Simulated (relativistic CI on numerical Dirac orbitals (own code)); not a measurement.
**Hyperfine structure of Sm⁴³⁺, mass number 149**

Computed by Dirac-Coulomb-Breit CI, orbitals from a KLI potential per configuration, model QED, unscaled Slater integrals (own radial code, finite nucleus).

Configuration list (outside the closed core [Ne]): 3s2 3p6 3d, 3s2 3p5 3d2, 3s 3p6 3d2, 3s2 3p6 4s, 3s2 3p6 4p, 3s2 3p6 4d, 3s2 3p5 3d 4s, 3s2 3p6 4f, 3s2 3p5 3d 4p, 3p6 3d3, 3p5 3d4, 3p5 3d3 4s. Double excitations out of closed p, d and f shells are left out; levels of such configurations are missing from the list, as are those of other unlisted configurations, and high levels can miss mixing partners. These lack a partner that the ground configuration has and come out too high: 3s2 3p5 3d 4p.

Nuclear spin I = 7/2, μ = -0.6677 μN, Q = 0.075 b (tables of Stone and Pyykkö). The electronic factors are computed for point nuclear moments, without core polarisation or the Bohr-Weisskopf and QED corrections.

| Level | E (cm⁻¹) | A (MHz) | B (MHz) |
| --- | --- | --- | --- |
| 3s2 3p6 3d 2D_3/2 | 0 | -10920 | 2780 |
| 3s2 3p6 3d 2D_5/2 | 268334 | -4452 | 3560 |
| 3s2 3p5 3d2 4D°_1/2 | 1604008 | -2657 |  |
| 3s2 3p5 3d2 4D°_5/2 | 1843073 | -6117 | 3350 |
| 3s2 3p5 3d2 4G°_9/2 | 1876485 | -10890 | -14400 |
| 3s2 3p5 3d2 2H°_11/2 | 1942341 | -10300 | -11100 |

Levels with J = 0, under 50 % of one LS term, or S terms without an open s electron are left out. Small factors come from cancelling terms and can be off by tens of per cent or more.

At this charge energies of transitions that change n are usually good to better than 1 %, and those within a shell (Δn = 0) to a few per cent.

**Question.** Give the hyperfine levels of 3s2 3p6 3d 2D_3/2 relative to its centre of gravity.

**Answer.** With K = F(F + 1) − I(I + 1) − J(J + 1), E = AK/2 + B[¾K(K + 1) − I(I + 1)J(J + 1)]/[2I(2I − 1)J(2J − 1)]: F = 2: 75180, F = 3: 40440, F = 4: -4020, F = 5: -56620 MHz.

LS names give the leading component of a level, which can be under half, so a name can repeat, a term be missing and a line seem to break the LS rules.
